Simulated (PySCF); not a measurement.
## Radial density of Ir⁻ (iridium, charge -1)

UHF, [Xe] 4f14 5d8 6s2, high-spin 3F determinant. Computed with PySCF 2.14 in aug-cc-pVTZ-PP with ECP60MDF, with a scalar-relativistic core potential. This is the valence pseudo-density: the core potential removes the inner electrons and smooths the orbitals near the nucleus.

```tsv
r (bohr)	4πr²ρ (e/bohr)	4πr²(ρα − ρβ)
0.134	3.226e-05	0.0000
0.225	0.001159	0.0001
0.379	0.1078	0.0044
0.638	4.753	0.1765
1.07	14.12	1.2319
1.80	5.701	1.1391
3.04	1.396	0.2618
5.11	0.2810	-0.0300
8.59	0.04849	-0.0311
14.4	0.001574	-0.0013
```

Energies and moments cover only the electrons outside the core potential. Spin-orbit coupling, absent here, splits the open shell strongly. ⟨S²⟩ = 2.09 against 2.00 shows spin contamination.

(1) Where is the radial spin density 4πr²(ρα − ρβ) most negative, and why is it negative at all?

## Answers

(1) Around r = 8.59 bohr, down to -0.0311 e/bohr: exchange with the open shell polarises the paired shells in an unrestricted calculation.
